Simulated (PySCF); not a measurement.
Job file and geometry (Å, from GFN2-xTB) of an NMR shielding run on SMILES CCB([SiH2]F)C1C[SiH2]C1, C₅H₁₄BFSi₂, GIAO PBE0/pcSseg-1 NMR shielding, non-relativistic, gas phase (PySCF 2.14.0, density-fitted response routines); density fitting, a coarse starting grid and PySCF grid level 2 are the driver's defaults:

```
$ OMP_NUM_THREADS=1 python probes_run.py task.json out

{"job": {"kind": "nmr", "xc": "PBE0", "basis": "pcSseg-1"}, "charge": 0, "multiplicity": 1}
C     -3.035302    -0.543093     0.032963
C     -1.726321    -0.756789     0.797724
B     -0.490362     0.143091     0.386543
Si    -0.726811     1.822446    -0.602710
F     -1.863066     2.728669     0.135573
C      0.931510    -0.451175     0.681566
C      2.156960     0.483509     0.864451
Si     2.986638    -0.194892    -0.711096
C      1.314989    -1.122088    -0.685420
H     -3.826544    -1.176916     0.430571
H     -2.905458    -0.785633    -1.020071
H     -3.360488     0.491296     0.106570
H     -1.915410    -0.543318     1.858457
H     -1.472824    -1.822067     0.769212
H     -1.271682     1.698004    -1.962642
H      0.369319     2.793410    -0.701850
H      0.941158    -1.214993     1.463190
H      2.677330     0.310764     1.804500
H      1.894487     1.538682     0.836961
H      3.186233     0.731181    -1.825508
H      4.165344    -1.044469    -0.520456
H      0.637645    -0.850535    -1.496017
H      1.327903    -2.208098    -0.632433
```

**Question.** Write the output of this run.

**Answer.** 
```
coarse grid: 19536 points
cycle   1  E = -901.8079224843  dE =  7.111e-01  |g| = 7.091e-01  |ddm| = 4.240e+00
cycle   2  E = -901.7167420206  dE =  9.118e-02  |g| = 1.021e+00  |ddm| = 1.708e+00
cycle   3  E = -901.9144674008  dE = -1.977e-01  |g| = 8.233e-02  |ddm| = 1.073e+00
cycle   4  E = -901.9154826400  dE = -1.015e-03  |g| = 3.712e-02  |ddm| = 1.020e-01
cycle   5  E = -901.9157830970  dE = -3.005e-04  |g| = 6.582e-03  |ddm| = 4.220e-02
cycle   6  E = -901.9157926060  dE = -9.509e-06  |g| = 2.455e-03  |ddm| = 1.053e-02
final grid: 177912 points
cycle   7  E = -901.9722969434  dE = -4.852e-05  |g| = 1.055e-02  |ddm| = 4.042e-02
cycle   8  E = -901.9722719724  dE =  2.497e-05  |g| = 1.436e-02  |ddm| = 2.518e-02
cycle   9  E = -901.9723264538  dE = -5.448e-05  |g| = 8.989e-04  |ddm| = 1.529e-02
cycle  10  E = -901.9723266201  dE = -1.663e-07  |g| = 3.132e-04  |ddm| = 1.147e-03
cycle  11  E = -901.9723266424  dE = -2.229e-08  |g| = 5.290e-05  |ddm| = 3.441e-04
cycle  12  E = -901.9723266429  dE = -4.570e-10  |g| = 2.575e-05  |ddm| = 7.559e-05
converged SCF energy = -901.9723266429

GIAO shielding tensors (ppm)
atom      isotropic    diamagn.    paramagn.     s11        s22        s33       span
  0 C      172.336     246.817     -74.481    160.958    170.751    185.298     24.339
  1 C      155.954     252.900     -96.946    136.132    160.855    170.874     34.741
  2 B       14.382     195.834    -181.452    -49.634    -22.868    115.648    165.282
  3 Si     350.635     878.317    -527.682    262.762    323.979    465.163    202.401
  4 F      448.177     465.862     -17.686    394.811    458.227    491.492     96.680
  5 C      150.614     255.276    -104.662    127.183    156.095    168.565     41.383
  6 C      173.785     252.055     -78.270    158.281    161.975    201.101     42.820
  7 Si     378.964     880.634    -501.670    342.564    365.940    428.388     85.824
  8 C      184.030     254.569     -70.539    152.105    195.943    204.042     51.937
  9 H       30.381      27.504       2.878     25.253     28.191     37.699     12.446
 10 H       30.467      30.705      -0.237     26.902     28.884     35.616      8.713
 11 H       29.791      29.321       0.470     25.140     29.224     35.008      9.867
 12 H       30.318      31.920      -1.601     25.282     30.575     35.098      9.815
 13 H       30.073      34.002      -3.929     25.475     30.845     33.898      8.423
 14 H       25.809      29.426      -3.617     23.319     25.248     28.860      5.540
 15 H       25.785      29.285      -3.500     21.875     26.183     29.297      7.422
 16 H       28.620      36.001      -7.381     24.534     28.689     32.636      8.101
 17 H       29.978      30.779      -0.801     26.129     27.388     36.416     10.287
 18 H       29.760      31.768      -2.008     25.521     28.763     34.995      9.473
 19 H       26.879      29.168      -2.289     24.035     24.975     31.627      7.593
 20 H       26.625      29.322      -2.697     23.987     24.300     31.587      7.601
 21 H       31.495      33.575      -2.080     28.010     30.741     35.734      7.725
 22 H       30.697      32.203      -1.506     26.462     27.680     37.949     11.487
```

Size and cost of the density-fitted run: 237 basis functions, 2.7 min wall time on 1 thread of an Intel Xeon, shared host; peak memory 1.1 GiB.
